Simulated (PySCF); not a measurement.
Some computed properties have been withheld. Give your best values.

Compound: C6H13BNP.
SMILES: `C[C@@H]1CC[P@+]1(C)[BH2-]C#N`

Conformer (atom-mapped SMILES and torsion angles): `[CH3:1][C@@H:2]1[CH2:3][CH2:4][P@+:5]1([CH3:6])[BH2-:7][C:8]#[N:9]`: C4–P5–B7–C8 -38°.

```csv
property,level,value
point group,PBE0-D3(BJ)/def2-SVP,C1
"rotational constants A, B, C",PBE0-D3(BJ)/def2-SVP,"1.725, 1.192, 0.944 GHz"
dipole moment,wB97X-D/def2-SVPD,?
HOMO energy,wB97X-D/def2-SVPD,-9.71 eV
LUMO energy,wB97X-D/def2-SVPD,1.69 eV
lowest singlet excitation,TDDFT wB97X-D/def2-SVPD,"7.09 eV (175 nm, f = 0.016)"
strongest line among the 10 lowest singlet transitions,TDDFT wB97X-D/def2-SVPD,"S10 at 8.46 eV (147 nm, f = 0.069)"
lowest triplet excitation (Tamm–Dancoff),TDA wB97X-D/def2-SVPD,?
static isotropic polarisability,wB97X-D/def2-SVPD,111.5 au
vertical ionisation energy,ΔSCF wB97X-D/def2-SVPD,?
electronic spatial extent ⟨r²⟩ about the centre of nuclear charge,wB97X-D/def2-SVPD,1441 bohr²
13C chemical shifts (computed TMS as zero) by class,GIAO CAM-B3LYP/pcSseg-1,"137.8 (1 C), 34.9 (1 C), 28.4 (1 C), 17.4 (1 C), 16.3 (1 C), 10.0 (1 C) ppm"
1H chemical shifts (computed TMS as zero) by class,GIAO CAM-B3LYP/pcSseg-1,"3.12 (1 H), 2.69 (1 H), 2.06 (1 H), 1.92 (1 H), 1.69 (3 H), 1.55 (1 H), 1.40 (1 H), 1.40 (3 H), 1.31 (1 H) ppm"
"isotropic shieldings of nuclei other than C and H, by class",GIAO CAM-B3LYP/pcSseg-1,"144 (1 B), -74 (1 N), 274 (1 P) ppm"
```

Gas-phase values; electronic properties from PySCF, density fitting. Geometry: PBE0-D3(BJ)/def2-SVP, one conformer, isolated molecule. NMR classes are plain means over equivalent atoms (diastereotopic ones count apart unless rotation or inversion swaps them), as if these changed places fast; in this geometry the members of some classes differ.

(1) Give the dipole moment.

(2) Give the vertical ionisation energy.

(3) The lowest triplet excitation (Tamm–Dancoff)?

Results:

(1) 7.84 D.

(2) 9.80 eV.

(3) 6.11 eV.

The vertical singlet–triplet gap S1 − T1 is 0.98 eV (TDDFT singlet less Tamm–Dancoff triplet). No computed singlet falls in the visible range (750 to 380 nm, 1.65 to 3.26 eV); S1 lies 3.83 eV above its blue end. The 10 singlets span 7.09 to 8.46 eV, and their oscillator strengths add up to 0.29. The principal polarisabilities are 98.3, 115.8 and 120.5 au; their mean is the isotropic value. The rotational constants make it an asymmetric top with κ = (2B − A − C)/(A − C) = -0.36, nearer the prolate limit (−1). With B = h/(8π²I), that is 505.379 GHz u Å² over I, the principal moments of inertia are 293.0, 423.9 and 535.2 u Å² (most abundant isotopes); the inertial defect Ic − Ia − Ib is -181.7 u Å² (zero for a rigid planar frame, negative otherwise).
